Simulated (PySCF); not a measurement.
2-bromobut-1-en-3-yne (C4H3Br), SMILES C#CC(=C)Br.

Geometry optimised at B3LYP-D3(BJ)/def2-SVP.

The numbers are results of M06-2X/def2-TZVP (PySCF), not measurements.

Computed frontier levels, gap, dipole moment and polarisability:
```yaml
highest_occupied_level: -8.43 eV
lowest_empty_level: -0.59 eV
orbital_gap: 7.85 eV
dipole_moment: 1.49 D
quadrupole, principal values (traceless, Buckingham form, about the centre of nuclear charge): -8.07, 0.52, 7.55 D·Å
mean_static_polarisability: 66.8 bohr³ (9.90 Å³)
polarisability_principal_values: 39.4, 71.7, 89.2 bohr³
```
